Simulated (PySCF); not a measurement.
Ionisation energies (eV) were calculated with PySCF 2.14 by PBE0, PBE, UHF, in another order, as differences of total energies without spin-orbit coupling. The measured values are between term centres (NIST).

```tsv
species	measured	A	B	C
Si⁺ (aug-cc-pwCVDZ, non-relativistic)	16.322	15.821	16.409	16.427
Cl⁺ (aug-cc-pwCVDZ, non-relativistic)	23.771	22.531	23.816	23.801
Zn (aug-cc-pwCVDZ-PP with ECP10MDF, ECP)	9.394	7.792	9.578	9.266
Ge⁺ (aug-cc-pwCVDZ-PP with ECP10MDF, ECP)	15.789	15.230	15.691	15.735
Mo (aug-cc-pwCVDZ-PP with ECP28MDF, ECP)	7.092	6.246	7.524	7.247
Ru (aug-cc-pwCVDZ-PP with ECP28MDF, ECP)	7.365	6.291	7.822	7.515
In⁺ (aug-cc-pwCVDZ-PP with ECP28MDF, ECP)	18.870	17.008	19.050	18.718
Hg⁺ (aug-cc-pwCVDZ-PP with ECP60MDF, ECP)	18.757	17.120	19.110	18.785
```

Which column is which method?

A is UHF (mean error -1.17 eV); B is PBE (mean error 0.21 eV); C is PBE0 (mean error 0.02 eV). Hartree-Fock lacks the correlation of the electron removed and comes out lowest. PBE, with gradient corrections, lies close to experiment on average, with errors of both signs. PBE0, with a quarter of exact exchange, lies close to experiment on average.
